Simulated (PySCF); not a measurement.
## How methods differ on the excitation energy of Pd⁺

Pd⁺ [Kr] 4d9 (2D) → Pd⁺ [Kr] 4d8 5s1 (4F), as a difference of total energies. Computed with PySCF 2.14 in x2c-TZVPPall with one added diffuse shell each of s, p, d, f type (9s7p7d3f1g, 95 functions), with the spin-free X2C one-electron Hamiltonian (Gaussian nucleus). Correlated levels: valence: [Kr] frozen; valence and next inner shell: [Ar] 3d10 frozen. The calculations carry no spin-orbit coupling.

```json
{"method": "UHF", "excitation energy (eV)": "2.347"}
{"method": "LDA", "excitation energy (eV)": "3.269"}
{"method": "PBE", "excitation energy (eV)": "3.105"}
{"method": "PBE0", "excitation energy (eV)": "3.105"}
{"method": "r2SCAN", "excitation energy (eV)": "2.820"}
{"method": "MN15", "excitation energy (eV)": "3.489"}
{"method": "PBEsol", "excitation energy (eV)": "3.154"}
{"method": "B2PLYP", "excitation energy (eV)": "3.150"}
{"method": "BHandHLYP", "excitation energy (eV)": "3.019"}
{"method": "MP2 (valence)", "excitation energy (eV)": "3.347"}
{"method": "SCS-MP2 (valence)", "excitation energy (eV)": "3.453"}
{"method": "MP2 (valence and next inner shell)", "excitation energy (eV)": "3.301"}
{"method": "SCS-MP2 (valence and next inner shell)", "excitation energy (eV)": "3.315"}
```

Q: How much does correlation contribute at MP2 (valence and next inner shell)?

A: 3.301 − (2.347) = 0.954 eV, measured against UHF.

Errors of the correlated levels include the incompleteness of this basis and the frozen core.

For comparison: 3.194 eV (measured; NIST levels, between the centres of gravity of the two terms).
